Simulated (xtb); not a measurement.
Si(Cl)3(SeH) (Cl3HSeSi), SMILES Cl[Si](Cl)([SeH])Cl. All values are semi-empirical tight-binding results from xtb (GFN2-xTB unless named), good for trends rather than for accurate numbers. Geometry: GFN2-xTB. The structure was generated by enumeration, and PubChem lists no compound with its InChIKey, so it may never have been made. The values are those of a single conformer.

A frequency run showed that this geometry is not a minimum.

Computed properties:
The orbital gap is 4.29 eV. The static polarisability (D4 model) is 98.3 bohr³ and the solvation energy, GFN2-xTB/ALPB(water) comes out as -1.5 kcal/mol. The solvation energy, GFN2-xTB/ALPB(octanol) is -4.6 kcal/mol.
